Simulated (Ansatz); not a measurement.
Calculated with Ansatz (gas phase, PBE0-D4/def2-TZVP geometries, no zero-point term in ΔE). CCSD(T)/CBS is the MP2 limit (def2-TZVPP, def2-QZVPP) plus CCSD(T) − MP2 in def2-TZVPP, frozen cores. Functionals use def2-TZVPP. HSE06 is defined as in plane-wave codes. Each species was taken in one conformer, which may not be the lowest.

Consider the substitution at a C–O bond: `CO[SiH](F)[SiH3]` + `OCC=S` → `COCC=S` + `O[SiH](F)[SiH3]`.

```json
{"level": "ωB97M-V", "ΔE (kJ/mol)": "3.4"}
{"level": "revPBE", "ΔE (kJ/mol)": "10.3"}
{"level": "HSE06", "ΔE (kJ/mol)": "8.8"}
{"level": "CCSD(T)/def2-SVP", "ΔE (kJ/mol)": "-1.9"}
```

Task: What does CCSD(T)/CBS give? (Best estimate.)

Result: The calculation gave: +0.8 kJ/mol. The listed levels differ from it by 2.6, 9.5, 8.0, -2.7 kJ/mol.

Largest T1 diagnostic among the species: 0.016.

From PBE to PBE0 (25 % exact exchange), in def2-TZVPP and without D4, ΔE moves by −3.1 kJ/mol. Leaving LDA and LC-ωPBE aside and taking each functional with its dispersion term where it has one, the values, not all of them listed here, spread over 8.7 kJ/mol, from B2PLYP to PBE-D4. LDA lies +5.2 kJ/mol from PBE without D4.
